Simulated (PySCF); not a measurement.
Species: C8H9N.
Cartesian coordinates in Å at the PBE0-D3(BJ)/def2-SVP level; atoms count from 1:
```xyz
18
C8H9N angstrom
C     -2.110    0.457    1.134
C     -0.733    0.351    0.961
C     -0.227   -0.057   -0.280
C      1.223   -0.197   -0.554
C      2.223    0.750    0.063
C      2.174   -0.667    0.518
C     -1.168   -0.334   -1.278
C     -2.526   -0.195   -0.998
N     -3.002    0.192    0.182
H     -2.512    0.775    2.103
H     -0.068    0.587    1.796
H      1.445   -0.530   -1.571
H      3.061    1.074   -0.559
H      1.831    1.525    0.727
H      1.748   -0.886    1.501
H      2.978   -1.345    0.218
H     -0.843   -0.657   -2.270
H     -3.267   -0.410   -1.777
```

The calculation used TDDFT CAM-B3LYP/def2-SVPD, vertical, gas phase, core orbitals frozen in the response (PySCF).

Transition dipole moments from the ground state, in atomic units and in the frame of the coordinates above (overall signs are arbitrary), for the states with f of 0.002 or more among the lowest 8:

```
state  E (hartree)      μx      μy      μz
   S1       0.1895   0.007   0.177  -0.055
   S3       0.2028   0.180   0.086   0.296
   S4       0.2237   0.741  -0.043  -0.057
   S5       0.2524  -0.524   0.396   1.204
   S6       0.2557  -2.055  -0.047  -0.387
   S7       0.2703   0.005   0.231  -0.077
   S8       0.2730  -0.008  -0.165   0.054
```

Question: Work out the oscillator strengths.

Answer: f = (2/3) ΔE |μ|² with ΔE in hartree (27.2114 eV).

```csv
state,|μ|² (au),|μ| (D),f
S1,0.034,0.47,0.004
S3,0.127,0.91,0.017
S4,0.555,1.89,0.083
S5,1.881,3.49,0.317
S6,4.376,5.32,0.746
S7,0.059,0.62,0.011
S8,0.030,0.44,0.005
```

Question: The point group is Cs. Which irreducible representation does each state belong to?

Answer: The ground state is totally symmetric, so the direction of μ fixes the label. Polarised normal to the mirror plane, so A″: S1, S7 and S8. Polarised in the mirror plane, so A′: S3, S4, S5 and S6.

Question: What angle do the transition dipoles of S6 and S7 make?

Answer: |cos θ| = |μa·μb| / (|μa| |μb|) = 0.02, so θ ≈ 89° (taken between 0 and 90°, since the signs are arbitrary).

Question: How is the summed strength of these states shared among x, y and z?

Answer: (2/3) Σ ΔE μα² gives 0.852 for x, 0.047 for y and 0.284 for z, 1.183 in all.

Question: What peak molar absorption coefficient would the strongest computed level give as a lone Gaussian band 0.4 eV wide at half height?

Answer: ε(max) = 2.175×10⁸ f / FWHM, with the width in cm⁻¹. S6: 2.175×10⁸ × 0.7459 / 3226 ≈ 50000 L mol⁻¹ cm⁻¹.

The vertical ionisation energy (ΔSCF) is 9.31 eV, 1.89 eV above S8.

The run took 5.5 min on an Arm Neoverse V1 with one thread, on a shared host.

One conformer stands for the species.
